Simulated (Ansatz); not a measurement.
Gas-phase reaction in SMILES: O[Si](C)(O)C [dihydroxy(dimethyl)silane] → C[Si](C)([O])O + H atom (the H-O bond breaks)

Property: bond dissociation energy (electronic), in kcal/mol. Terms: no dispersion term unless named; spin-orbit terms left out; open shells spin-unrestricted; non-relativistic; 6-311+G** with 5d, 6d on Na to Ar in Ansatz (a first-principles code); six Cartesian d functions in 6-31G* and its kin unless marked 5d; LANL2DZ with its own core potentials from Na on; frozen cores in correlated levels. CBS(X,Y): correlation extrapolated as X^-3; Hartree-Fock from the larger set. First-principles rows: single points at B3LYP-D3(BJ) geometries (Ansatz).

Coupled cluster (Ansatz) is a level with limits of its own, used here on species with T1 under 0.025 (0.045 for open shells) and stable references: CCSD(T)/CBS(cc-pV(T+d)Z,cc-pV(Q+d)Z).

Value to compare with, CCSD(T)/CBS(cc-pV(T+d)Z,cc-pV(Q+d)Z) (Ansatz): 125.6 kcal/mol.

| level | program | bond dissociation energy (electronic) (kcal/mol) | difference |
|---|---|---|---|
| B3LYP/STO-3G | Ansatz | 115.9 | -9.7 |
| B3LYP/3-21G | Ansatz | 109.8 | -15.8 |
| B3LYP/LANL2DZ | Ansatz | 114.2 | -11.4 |
| B3LYP/6-31G | Ansatz | 110.9 | -14.7 |
| B3LYP/6-31G* | Ansatz | 112.7 | -12.9 |
| B3LYP/6-31+G* | Ansatz | 114.2 | -11.4 |
| B3LYP/6-31G** | Ansatz | 116.6 | -9.0 |
| B3LYP/def2-SVP | Ansatz | 117.0 | -8.6 |
| B3LYP/cc-pVDZ | Ansatz | 115.2 | -10.4 |
| B3LYP/6-311+G** | Ansatz | 118.3 | -7.3 |
| B3LYP/def2-TZVPD | Ansatz | 118.4 | -7.2 |

Among the 10 habitual levels, B3LYP/3-21G lies farthest from CCSD(T)/CBS(cc-pV(T+d)Z,cc-pV(Q+d)Z) (Ansatz) (-15.8 kcal/mol) and B3LYP/6-311+G** nearest (-7.3); 0 of 10 lie above it, and their mean absolute difference is 11.1 kcal/mol, the median 10.9. One case shows no general order.

The sets are all those run for this method; left out are runs that failed, that the program found above a lower state of the same kind, or whose <S^2> lies over 0.5 above the pure value.
